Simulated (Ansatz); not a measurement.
Reactions of CH₆AlNSi, SMILES `[SiH3][CH]1[NH][AlH]1`.

Isolated molecules relaxed with PBE0-D4/def2-TZVP in Ansatz; ΔE leaves out vibrations. CCSD(T)/CBS is the MP2 limit (def2-TZVPP, def2-QZVPP) plus CCSD(T) − MP2 in def2-TZVPP, frozen cores. This one scheme is used for every species. def2 core potentials past Kr. For Br, Ge, Mg, Sb outer-core shells are correlated without core-valence functions, which leaves a few kJ/mol of doubt a bond. Scalar relativity is left out up to krypton. One conformer a species, not always the lowest.

| reaction | HF/CBS(def2) (eV) |
| --- | --- |
| `[SiH3][CH]1[NH][AlH]1` + `[CH3][Al]([SiH3])[BH]O` → `O[BH][Al]([SiH3])[SiH3]` + `C[CH]1[NH][AlH]1` | 0.24 |
| `[SiH3][CH]1[NH][AlH]1` + `C=NB(C)F` → `C=NB(C)[SiH3]` + `F[CH]1[NH][AlH]1` | 2.16 |
| `[SiH3][CH]1[NH][AlH]1` + `[CH3][SbH][OH]` → `[OH][SbH][CH2][SiH3]` + `[CH2]1[NH][AlH]1` | 0.05 |
| `[SiH3][CH]1[NH][AlH]1` + `O[SiH](O)[SiH3]` → `O[SiH](O)[SiH2][SiH3]` + `[CH2]1[NH][AlH]1` | 0.04 |
| `[SiH3][CH]1[NH][AlH]1` + `[BH]1[O][GeH2]1` → `[SiH3][B]1[O][GeH2]1` + `[CH2]1[NH][AlH]1` | 0.10 |
| `[SiH3][CH]1[NH][AlH]1` + `O[Si]Br` → `[SiH3]O[Si]Br` + `[CH2]1[NH][AlH]1` | -1.18 |
| `[SiH3][CH]1[NH][AlH]1` + `C=C(F)Br` → `C=C([SiH3])Br` + `F[CH]1[NH][AlH]1` | -0.36 |
| `[SiH3][CH]1[NH][AlH]1` + `[OH][Mg][O][SiH3]` → `[SiH3][O][Mg][O][SiH3]` + `[CH2]1[NH][AlH]1` | -1.46 |
| `[SiH3][CH]1[NH][AlH]1` + `COB(O)Cl` → `OB(Cl)O[SiH3]` + `C[CH]1[NH][AlH]1` | -1.58 |
| `[SiH3][CH]1[NH][AlH]1` + `OC(F)[SiH3]` → `FC([SiH3])O[SiH3]` + `[CH2]1[NH][AlH]1` | -0.98 |

Problem. Give the CCSD(T)/CBS values in the same order. (An estimate is asked.)

Solution. Ansatz gave: 0.29, 1.92, 0.00, -0.03, 0.07, -0.95, -0.35, -1.22, -1.47, -0.78 eV.

Largest T1 diagnostic: 0.017, for `[BH]1[O][GeH2]1`.
